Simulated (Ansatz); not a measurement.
Start from `[CH3][GeH2][CH2]Br` and change one atom or group to get `[CH3][GeH2][CH2]S`.

Ansatz, PBE0-D4/def2-TZVP geometries, multiplicity 1. Each molecule was computed in one conformer, which needn't be the lowest.

Scalar relativity is left out up to krypton.

```csv
property,`[CH3][GeH2][CH2]Br`
HOMO–LUMO gap (PBE/def2-TZVPP) / eV,5.20
LUMO energy (PBE0/def2-TZVPP) / eV,-0.17
size of the dipole moment (ωB97M-V/def2-TZVPP) / D,1.62
size of the dipole moment (B3LYP/def2-TZVPP) / D,1.60
HOMO–LUMO gap (B3LYP/def2-TZVPP) / eV,6.92
LUMO energy (PBE/def2-TZVPP) / eV,-1.17
```

Task: What does the change do to each property? (Best estimate.)

Result: Computed: 
```tsv
property	`[CH3][GeH2][CH2]S`	shift
HOMO–LUMO gap (PBE/def2-TZVPP) / eV	4.86	-0.34
LUMO energy (PBE0/def2-TZVPP) / eV	0.31	0.48
size of the dipole moment (ωB97M-V/def2-TZVPP) / D	1.05	-0.57
size of the dipole moment (B3LYP/def2-TZVPP) / D	1.03	-0.57
HOMO–LUMO gap (B3LYP/def2-TZVPP) / eV	6.49	-0.43
LUMO energy (PBE/def2-TZVPP) / eV	-0.60	0.57
```

With PBE0 the HOMO rises by 0.93 eV and the LUMO rises by 0.48 eV, so the gap narrows by about 0.45 eV. PBE moves the HOMO by 0.90 eV and ωB97M-V by 0.93 eV. Dipoles are sizes alone; their direction can turn.

B3LYP here is the variant with VWN-RPA as its local correlation; programs differ in this.

Spin–orbit coupling is left out; it splits and shifts lone-pair levels of the heavy atoms by tenths of an eV.
